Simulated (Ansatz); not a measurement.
**Which is lower?**

The two ends of one reaction step of Si2NH8OF3, closed shell (PBE0-D4/def2-TZVP).

A:

```
atom    x (Å)    y (Å)    z (Å)
 Si1  -0.8281   0.4825  -0.9662
 Si2   0.9120  -1.0675  -1.2316
  F3  -1.7658  -0.2232  -2.0918
  F4  -1.8870   0.3071   0.2501
  F5  -0.8143   1.9467  -1.6258
  H6   0.4541   0.7722   1.3094
  N7   0.3048   1.4343   0.5447
  H8   0.0582  -1.7172   2.3872
  O9  -0.2219  -0.8033   2.3040
 H10   0.4727  -2.3827  -0.6860
 H11   1.2523  -1.2447  -2.6672
 H12   2.1551  -0.6785  -0.5023
 H13   1.2005   1.7686   0.2083
 H14  -0.2133   2.2301   0.9033
 H15  -1.0792  -0.8241   1.8638
```

B:

```xyz
15
angstrom
Si -1.4574 1.4792 -0.5987
Si 1.3225 -1.9289 -0.5689
F -1.4591 1.0998 -2.1258
F -2.2583 0.3307 0.1257
F -2.2555 2.8214 -0.4071
H 0.0188 0.2419 1.7182
N 0.0745 1.6771 0.0704
H -0.0947 -1.5777 -0.8396
O 0.1667 -0.6678 2.0057
H 1.4395 -2.8975 0.5423
H 1.8922 -2.5254 -1.8075
H 2.0923 -0.6889 -0.2781
H 0.8333 1.0668 -0.1981
H 0.3988 2.6107 0.2674
H -0.7135 -1.0413 2.0941
```

Computed with Ansatz 0.2.0 (basis: def2-TZVPP); correlated methods freeze the cores. B3LYP uses VWN-RPA correlation.

Question: Which structure is lower at CCSD(T), and by how much? (Judge from chemistry; the value comes from the calculation.)

Answer: Computed: B, by 0.584 eV (electronic energy, against the other). By their contacts, A is a complex of Si₂NH₆F₃ ([NH3][Si]([F])([F])([F])[SiH3]) + H₂O and B is a complex of SiNH₂F₃ ([NH2][Si]([F])([F])[F]) + SiH₄ + H₂O.

All methods give the same order:

| method | E(B) − E(A) (eV) |
| --- | --- |
| SPW92 | -0.103 |
| PBE-D4 | -0.291 |
| BLYP-D4 | -0.524 |
| r2SCAN-D4 | -0.451 |
| B97M-V | -0.518 |
| PBE0-D4 | -0.380 |
| B3LYP-D4 | -0.571 |
| r2SCAN0-D4 | -0.500 |
| BHLYP-D4 | -0.656 |
| CAM-B3LYP-D4 | -0.587 |
| wB97X-V | -0.494 |
| wB97M-V | -0.545 |
| B2PLYP | -0.630 |
| PBE-QIDH | -0.502 |
| RPA on PBE | -0.595 |
| HF | -1.031 |
| MP2 | -0.630 |
| CCSD | -0.649 |
| CCSD(T) | -0.584 |

No T1 diagnostic of these runs exceeds 0.012.

Labels in which every atom is bracketed show which atoms are joined, not bond orders.

For scale, one of the runs: CCSD(T)/def2-TZVPP, 351 basis functions, launched by `ansatz run in.yaml --threads 4 --pin off --events-out ev --progress --plain --max-ram 66560MiB --backend cuda --devices 0, --max-vram 37GiB`. The run took 12 s on 4 CPU threads of an AMD EPYC 7R13 and a share of one NVIDIA H100 (shared host), with 0.87 GiB of host memory at its peak.
